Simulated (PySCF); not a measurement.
H2S, SMILES S. Atoms are numbered in the order given.

```xyz
3

S      0.0000     0.0000     0.1031
H      0.0000    -0.9703    -0.8249
H      0.0000     0.9703    -0.8249
```
Charge 0, spin multiplicity 1.

Coordinates come from a B3LYP-D3(BJ)/def2-TZVP optimisation.

Two levels are set side by side: PBE/pcSseg-1 (PySCF) and B3LYP/pcSseg-1 (PySCF). GIAO shifts against H2S (³³S), TMS (¹H) at the same level; non-relativistic, no solvent, atoms listed together averaged. Differences are taken from unrounded values.

```tsv
quantity	B3LYP	PBE	PBE minus B3LYP
δ(³³S) of S1 (ppm)	0.0	0.0	0.0
δ(¹H) of H2, H3 (ppm)	0.90	0.80	-0.10
```

Rough cost on one machine, each run with all the roots and properties that it gave: B3LYP against PBE within a factor of 2.
